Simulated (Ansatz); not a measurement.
# BrGe2H3: where a starting geometry ends

The starting geometry of this gas-phase singlet was optimised with GFN2-xTB.

```yaml
atoms:
  - { symbol: Br, position_ang: [-1.7177, 0.3029, 1.9736] }
  - { symbol: Ge, position_ang: [0.3448, 0.8272, 1.0131] }
  - { symbol: Ge, position_ang: [0.4543, -1.2094, -0.5104] }
  - { symbol: H, position_ang: [-0.7236, -1.9312, -1.2405] }
  - { symbol: H, position_ang: [-0.2978, 0.6476, -0.8182] }
  - { symbol: H, position_ang: [1.3301, -1.0844, -1.8019] }
```

Problem. Where would you expect an optimisation with B3LYP-D3(BJ)/def2-SVP to take it?

Solution. It rearranges to `[GeH3][Ge][Br]`. Distances that change by over a tenth: Ge2–H5 (1.95 → 3.40 Å). Contacts that close: Ge3–H5 (2.03 → 1.55 Å).

The energy falls by 0.67 eV over 19 steps:

| step | E − E(last) (eV) |
| --- | --- |
| 1 | 0.673 |
| 3 | 0.328 |
| 5 | 0.290 |
| 7 | 0.170 |
| 9 | 0.018 |
| 11 | 0.002 |
| 13 | 0.001 |
| 15 | 0.000 |
| 17 | 0.000 |
| 19 | 0.000 |

Final geometry (Å):

```xyz
6

Br   -1.7457    0.4387    1.9749
Ge    0.5773    0.1936    1.5416
Ge    0.2122   -0.6346   -0.8359
H    -0.6399   -1.9263   -0.8271
H    -0.5518    0.4281   -1.6617
H     1.5381   -0.9468   -1.5761
```

No frequencies were run, so the end isn't proven a minimum. Run with Ansatz 0.2.0, 70 s on 2 threads of Intel(R) Xeon(R) Platinum 8259CL CPU @ 2.50GHz (Skylake/Cascade Lake) (shared host).
